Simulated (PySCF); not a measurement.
In³⁰⁺: ionisation energy

In³⁰⁺ [Ar] 3d1 [3d3/2^1, M_J = 3/2] → In³¹⁺ [Ar], as a difference of total energies. All numbers are calculated (PySCF 2.14, the two-component X2C-1e Hamiltonian, in an even-tempered Gaussian basis (16 s from 4.9 bohr⁻², ratio 2.8; 12 p from 6.4 bohr⁻², ratio 2.8; 8 d from 6.4 bohr⁻², ratio 2.8; 3 f from 19 bohr⁻², ratio 3)). Correlated levels: [Ne] frozen; the 74 highest virtual spinors dropped. "Screened" scales the spin-orbit matrix elements by Boettger's factors to mimic the two-electron term; Breit and QED terms are absent.

| method | ionisation energy (eV) |
| --- | --- |
| GHF (spin-free) | 1732.0 |
| GMP2 (spin-free) | 1731.8 |
| GHF (screened spin-orbit) | 1738.2 |
| GMP2 (screened spin-orbit) | 1738.0 |

Breit and QED terms and the two-electron picture change are absent.

The spin-free rows lack the spin-orbit shift.

For comparison: 1738 ± 4 eV (theoretical estimate listed by NIST; NIST Atomic Spectra Database, ionization energies).
